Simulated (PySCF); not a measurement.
Compound: C₃H₁₁NOSi₃.
Numbering: `[CH3:1][CH2:2][SiH2:3][Si@@H:4]([C:5]#[N:6])[O:7][SiH3:8]` (hydrogens: H9, H10, H11 on C1; H12, H13 on C2; H14, H15 on Si3; H16 on Si4; H17, H18, H19 on Si8)

Geometry (GFN2-xTB, Å), atoms numbered from 1 in this order:
```
atom  x, y, z in Å
C1    -2.9176   -0.6612   -0.3556
C2    -2.2781   -0.0084    0.8649
Si3   -0.4604   -0.5267    1.1102
Si4    0.7445   -0.0754   -0.8094
C5     0.3211    1.6237   -1.4904
N6     0.0237    2.6670   -1.8612
O7     2.3215   -0.0392   -0.4372
Si8    3.8192    0.3081    0.0776
H9    -2.4128   -0.3507   -1.2694
H10   -2.8612   -1.7457   -0.2853
H11   -3.9669   -0.3829   -0.4402
H12   -2.8531   -0.2734    1.7530
H13   -2.3498    1.0761    0.7634
H14    0.0468    0.1550    2.3141
H15   -0.4402   -1.9688    1.4196
H16    0.6738   -0.9396   -1.9949
H17    4.2294   -0.8803    0.8226
H18    3.7242    1.4928    0.9273
H19    4.6259    0.5389   -1.1166
```

IAO charges (e) from the PBE0/pcSseg-1 density (PySCF), one withheld:

```json
{"atom": "C1", "bonded to": "C2 H9 H10 H11", "charge": "-0.4096"}
{"atom": "C2", "bonded to": "C1 Si3 H12 H13", "charge": "-0.5202"}
{"atom": "Si3", "bonded to": "C2 Si4 H14 H15", "charge": "+0.4381"}
{"atom": "Si4", "bonded to": "Si3 C5 O7 H16", "charge": "?"}
{"atom": "C5", "bonded to": "Si4 N6", "charge": "-0.1729"}
{"atom": "N6", "bonded to": "C5", "charge": "-0.1985"}
{"atom": "O7", "bonded to": "Si4 Si8", "charge": "-0.8865"}
{"atom": "Si8", "bonded to": "O7 H17 H18 H19", "charge": "+0.8925"}
{"atom": "H9", "bonded to": "C1", "charge": "+0.1329"}
{"atom": "H10", "bonded to": "C1", "charge": "+0.1375"}
{"atom": "H11", "bonded to": "C1", "charge": "+0.1488"}
{"atom": "H12", "bonded to": "C2", "charge": "+0.1508"}
{"atom": "H13", "bonded to": "C2", "charge": "+0.1516"}
{"atom": "H14", "bonded to": "Si3", "charge": "-0.0906"}
{"atom": "H15", "bonded to": "Si3", "charge": "-0.1007"}
{"atom": "H16", "bonded to": "Si4", "charge": "-0.1126"}
{"atom": "H17", "bonded to": "Si8", "charge": "-0.1428"}
{"atom": "H18", "bonded to": "Si8", "charge": "-0.1440"}
{"atom": "H19", "bonded to": "Si8", "charge": "-0.1400"}
```

(1) What is the charge on Si4?

(2) Add each hydrogen's charge to the atom that carries it.

(3) Across which bond do the charges differ most?

(4) Take the bonds between elements whose Pauling electronegativities differ by more than 0.25. In how many does the more electronegative atom carry the lower charge?

(5) How much positive and how much negative charge does this set hold in all?

Answers

(1) The charges add up to the total charge, 0. The others sum to -0.8662, which leaves +0.8662 e for Si4 (oxygen-bound silicon); the computed value is +0.8661, the difference coming from rounding.

(2) C1 +0.0096, C2 -0.2178, Si3 +0.2468, Si4 +0.7535, Si8 +0.4657. Atoms without hydrogen keep their charges.

(3) Si8–O7: +0.8925 on Si8 against -0.8865 on O7, a difference of 1.7790 e. The lower charge is on the more electronegative element of the two (Pauling values: O 3.44, Si 1.90).

(4) In 16 of 16.

(5) +2.9183 e on 8 atoms and -2.9184 e on 11.

The IAO scheme projects the occupied orbitals on a minimal set of polarised atomic orbitals and counts the electrons in each atom's part of it. Isolated species at its GFN2-xTB geometry (one conformer only).

The run behind these numbers computed NMR shieldings as well. Time: 50 s of wall time. Hardware: an x86-64 server with one thread, no GPU, shared host.
